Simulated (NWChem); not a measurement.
All runs are NWChem calculations. System: H2Cl2Ge, charge 0, spin multiplicity 1, at a geometry optimised with B3LYP/def2-SVP. The structure started from a generated list of species. Level: G0W0@PBE0/def2-SVPD, RI basis def2-svpd-rifit.

Job file:

```
start mol
memory heap 200 mb stack 700 mb global 1700 mb
geometry units angstroms nocenter noautoz
  Ge     0.000000     0.000000    -0.606261
  Cl    -1.763434     0.000000     0.654539
  Cl     1.763434     0.000000     0.654539
  H      0.000000     1.296334    -1.426992
  H      0.000000    -1.296334    -1.426992
  symmetry group C2v
end
basis spherical
  * library def2-svpd
end
basis "ri basis" bse spherical
  * library def2-svpd-rifit
end
dft
  xc pbe0
  iterations 100
  direct
  tolerances tight
end
task dft energy
gw
  states alpha occ 4 vir 2
end
task dft gw
```

Output (cleaned and shortened):

```
             Northwest Computational Chemistry Package (NWChem) 7.3.0
             --------------------------------------------------------

                                NWChem Input Module
                                -------------------

 Scaling coordinates for geometry "geometry" by  1.889725989
 (inverse scale =  0.529177249)

 Turning off AUTOSYM since
 SYMMETRY directive was detected!

                             Geometry "geometry" -> ""
                             -------------------------

 Output coordinates in angstroms (scale by  1.889725989 to convert to a.u.)

  No.       Tag          Charge          X              Y              Z
 ---- ---------------- ---------- -------------- -------------- --------------
    1 Ge                  32.0000     0.00000000     0.00000000    -0.60626100
    2 Cl                  17.0000    -1.76343400     0.00000000     0.65453900
    3 Cl                  17.0000     1.76343400     0.00000000     0.65453900
    4 H                    1.0000     0.00000000     1.29633400    -1.42699200
    5 H                    1.0000     0.00000000    -1.29633400    -1.42699200

 Effective nuclear repulsion energy (a.u.)     343.1438153148

            Nuclear Dipole moment (a.u.)
            ----------------------------
        X                 Y               Z
 ---------------- ---------------- ----------------
     0.0000000000     0.0000000000    -0.0000188973

      Symmetry information
      --------------------

 Group name             C2v
 Group number             16
 Group order               4
 No. of unique centers     3

      Symmetry unique atoms

     1    2    4


 Summary of "ao basis" -> "" (spherical)
 ------------------------------------------------------------------------------
       Tag                 Description            Shells   Functions and Types
 ---------------- ------------------------------  ------  ---------------------
 *                         def2-svpd                  on all atoms

 new library libraries.bse/

 Summary of "ri basis" -> "" (spherical)
 ------------------------------------------------------------------------------
       Tag                 Description            Shells   Functions and Types
 ---------------- ------------------------------  ------  ---------------------
 *                      def2-svpd-rifit               on all atoms

                                 NWChem DFT Module
                                 -----------------

 Summary of "ao basis" -> "ao basis" (spherical)
 ------------------------------------------------------------------------------
       Tag                 Description            Shells   Functions and Types
 ---------------- ------------------------------  ------  ---------------------
 Ge                        def2-svpd                14       38   6s4p4d
 Cl                        def2-svpd                11       27   5s4p2d
 H                         def2-svpd                 4        8   2s2p

 Summary of "ao basis" -> "ao basis" (spherical)
 ------------------------------------------------------------------------------
       Tag                 Description            Shells   Functions and Types
 ---------------- ------------------------------  ------  ---------------------
 Ge                        def2-svpd                14       38   6s4p4d
 Cl                        def2-svpd                11       27   5s4p2d
 H                         def2-svpd                 4        8   2s2p

      Symmetry analysis of basis
[...]
    51      0.388600  2 Cl py                78      0.388600  3 Cl py
    48      0.295188  2 Cl py                75      0.295188  3 Cl py
    93     -0.202780  4 H  s                101      0.202780  5 H  s
    45      0.169966  2 Cl py                72      0.169966  3 Cl py
    14     -0.143086  1 Ge py                17     -0.122624  1 Ge py

 Vector   35  Occ=0.000000D+00  E=-4.475964D-02  Symmetry=a1
              MO Center=  2.1D-14, -9.0D-14, -3.4D-01, r^2= 5.5D+00
   Bfn.  Coefficient  Atom+Function         Bfn.  Coefficient  Atom+Function
  ----- ------------  ---------------      ----- ------------  ---------------
     5      1.350400  1 Ge s                  6     -1.137034  1 Ge s
     4      0.673796  1 Ge s                  3     -0.360075  1 Ge s
    94     -0.347602  4 H  s                102     -0.347602  5 H  s
    43      0.333671  2 Cl s                 70      0.333671  3 Cl s
    50     -0.317610  2 Cl px                77      0.317610  3 Cl px

 Vector   36  Occ=0.000000D+00  E=-1.862644D-02  Symmetry=b1
              MO Center=  3.6D-14, -2.7D-14, -7.0D-01, r^2= 5.3D+00
   Bfn.  Coefficient  Atom+Function         Bfn.  Coefficient  Atom+Function
  ----- ------------  ---------------      ----- ------------  ---------------
    13      0.407405  1 Ge px                43     -0.346441  2 Cl s
    70      0.346441  3 Cl s                 16      0.305503  1 Ge px
    37      0.295634  1 Ge d  1              52     -0.218210  2 Cl pz
    79      0.218210  3 Cl pz                10     -0.197883  1 Ge px
    42      0.178443  2 Cl s                 69     -0.178443  3 Cl s

 Vector   37  Occ=0.000000D+00  E= 1.123971D-03  Symmetry=a1
              MO Center=  2.0D-14, -2.1D-13, -6.4D-01, r^2= 7.3D+00
   Bfn.  Coefficient  Atom+Function         Bfn.  Coefficient  Atom+Function
  ----- ------------  ---------------      ----- ------------  ---------------
     6      2.626668  1 Ge s                  5     -1.781170  1 Ge s
    18      0.689661  1 Ge pz                43     -0.413778  2 Cl s
    70     -0.413778  3 Cl s                 94      0.352365  4 H  s
   102      0.352365  5 H  s                 36     -0.317248  1 Ge d  0
    15      0.254486  1 Ge pz                 4     -0.239346  1 Ge s

 center of mass
 --------------
 x =   0.00000000 y =   0.00000000 z =  -0.02481194

 moments of inertia (a.u.)
 ------------------
         230.689211631872           0.000000000000           0.000000000000
           0.000000000000         995.246815724902           0.000000000000
           0.000000000000           0.000000000000         788.749873692330

     Multipole analysis of the density
     ---------------------------------

     L   x y z        total         alpha         beta         nuclear
     -   - - -        -----         -----         ----         -------
     0   0 0 0     -0.000000    -34.000000    -34.000000     68.000000

     1   1 0 0      0.000000      0.000000      0.000000      0.000000
     1   0 1 0      0.000000      0.000000      0.000000      0.000000
     1   0 0 1     -0.834425     -0.417203     -0.417203     -0.000019

     2   2 0 0    -35.292445   -206.430148   -206.430148    377.567851
     2   1 1 0     -0.000000     -0.000000     -0.000000      0.000000
     2   1 0 1     -0.000000     -0.000000     -0.000000      0.000000
     2   0 2 0    -32.353165    -22.177691    -22.177691     12.002217
     2   0 1 1     -0.000000     -0.000000     -0.000000      0.000000
     2   0 0 2    -31.597448    -70.079997    -70.079997    108.562546

 Task  times  cpu:        5.7s     wall:        5.7s

                                NWChem Input Module
                                -------------------

                                 NWChem GW Module
                                 ----------------

                             ***********************
                             ***        GW       ***
                             ***********************

 Summary of "ri basis" -> "ri basis" (spherical)
 ------------------------------------------------------------------------------
       Tag                 Description            Shells   Functions and Types
 ---------------- ------------------------------  ------  ---------------------
 Ge                     def2-svpd-rifit             37      143   11s10p8d5f3g
 Cl                     def2-svpd-rifit             24       78   9s6p6d3f
 H                      def2-svpd-rifit              9       23   4s3p2d

                 Memory Information
                 ------------------
          Available GA per process is          1699.9 MBs
          Available stack per process is        700.0 MBs
          Available heap per process is           0.0 MBs

          Peak memory in Initialization
              Peak GA per process is                 11.1 MBs
              Peak stack per process is               0.1 MBs
              Peak heap per process is               11.6 MBs
              Memory not in MA per process            0.0 MBs

          Peak memory in AFF Calculation
              Peak GA per process is                 65.0 MBs
              Peak stack per process is              48.3 MBs
              Peak heap per process is                0.0 MBs
              Memory not in MA per process           48.3 MBs

          Computing 2-center integrals
          Computing Inverse Cholesky factor
          Computing 3-center integrals
          Computing V_xc ...

          Computing Sigma_x
          Computing RPA polarizability
          Solving quasiparticle equations

                  Alpha Orbitals
          State     Energy (eV)     Error (eV)
          -----------------------------------
@GW        31        -11.275           0.004
@GW        32        -11.201           0.004
@GW        33        -10.909           0.004
@GW        34        -10.896           0.004
@GW        35          1.374           0.002
@GW        36          1.766           0.005

   Applying  -1.7809 eV scissor-shift to rest of particle states

   Applying   2.5916 eV scissor-shift to rest of hole states

     GW Timing Statistics
   ------------------------
   Init.   :          0.1s
     ERIs  :          0.8s
     Distr.:          0.0s
     Vxc   :          0.7s
   Sigma_x :          0.0s
   RPA     :          3.5s
   Wmn     :          0.1s
   Sigma_c :          0.0s
   GW total:          5.2s

 Task  times  cpu:        5.2s     wall:        5.2s

 Total times  cpu:       11.0s     wall:       11.0s
```
